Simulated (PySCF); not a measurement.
C7H12Si: core ionisation energies

C₇H₁₂Si.
Bonds: C1–C2 (double), C2–C3, C3–Si4, Si4–C5, C5–C6, C6–C7 (double), C7–C8, Si4–C8. Hydrogens: H9, H10 on C1; H11 on C2; H12, H13 on C3; H14 on Si4; H15, H16 on C5; H17 on C6; H18 on C7; H19, H20 on C8.

Computed with delta-SCF UKS SCAN, pcX-2 on the ionised atom, pcseg-1 elsewhere, spin-free X2C in PySCF 2.14.0. Binding energies are ΔSCF values: E(core-ionised, relaxed orbitals) − E(ground state) at a fixed geometry, referred to the vacuum level.

Q: What binding energy does each computed site have?

A: 
| atom(s) | bonded to | level | binding energy (eV) | 2p1/2 (eV) | above the level's lowest (eV) | count |
| --- | --- | --- | --- | --- | --- | --- |
| Si4 | 3 C and H | Si 2p3/2 | 105.99 | 106.61 | 0.00 | 1 |
| C1 | C (double bond) and 2 H | C 1s | 289.78 | – | 0.00 | 1 |
| C5/C8 | C, 2 H and Si | C 1s | 289.89 | – | +0.11 | 2 |
| C6/C7 | C (double bond), C and H | C 1s | 290.04 | – | +0.26 | 2 |
| C3 | C, 2 H and Si | C 1s | 290.11 | – | +0.33 | 1 |
| C2 | C (double bond), C and H | C 1s | 290.46 | – | +0.68 | 1 |
| Si4 | 3 C and H | Si 1s | 1845.74 | – | 0.00 | 1 |

Lowest listed C 1s: C1, bonded to C (double bond) and 2 H. Highest, 0.68 eV above it: C2, bonded to C (double bond), C and H. Summing the Pauling electronegativity differences to the bonded atoms, each weighted by its formal bond order, gives -0.70 for the lowest site and -0.35 for the highest; no listed site has a larger sum than the highest. The smallest sum, -1.35, belongs to C5/C8, 0.11 eV above the lowest.

Q: What is the longest wavelength that can ionise C 1s of C6/C7 vertically?

A: λ = hc/E = 12398.42 eV Å / 290.04 eV = 42.747 Å.

One atom of each set of topologically equivalent atoms was ionised and stands for the set; in this conformer not all members are related by symmetry, and their own values weren't computed. Spin–orbit and ligand-field terms were added within each 2p shell after the spin-free SCF. 2p1/2 minus 2p3/2 (ligand field included): Si 0.62 eV. Geometry: PBE0-D3(BJ)/def2-SVP, one conformer, isolated molecule.
